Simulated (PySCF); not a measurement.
2-methylidenefuran-3-one (C5H4O2), SMILES C=C1OC=CC1=O.

Coordinates come from a B3LYP-D3(BJ)/def2-SVP optimisation.

Two levels are set side by side: PBE/def2-TZVP (PySCF) and PBE0/def2-TZVP (PySCF). Same geometry, gas phase. Differences are taken from unrounded values.

| quantity | PBE0 |
|---|---|
| orbital gap (eV) | 4.99 |
| highest occupied level (eV) | -7.28 |
| lowest empty level (eV) | -2.29 |
| dipole moment (D) | 3.05 |
| mean polarisability (bohr³) | 63.3 |

**Question.** What does PBE give, and how far is it from PBE0? (The exact figures need the calculation; the answer reports its results.)

**Answer.** 
| quantity | PBE | PBE minus PBE0 |
|---|---|---|
| orbital gap (eV) | 2.67 | -2.31 |
| highest occupied level (eV) | -5.84 | 1.44 |
| lowest empty level (eV) | -3.17 | -0.88 |
| dipole moment (D) | 2.94 | -0.11 |
| mean polarisability (bohr³) | 64.9 | 1.6 |

Without exact exchange PBE keeps part of each electron's self-repulsion, which lifts occupied levels and narrows the gap. Differences between two approximate levels are no errors against the true value.

Rough cost on one machine, each run with all the roots and properties that it gave: PBE0 against PBE within a factor of 2.
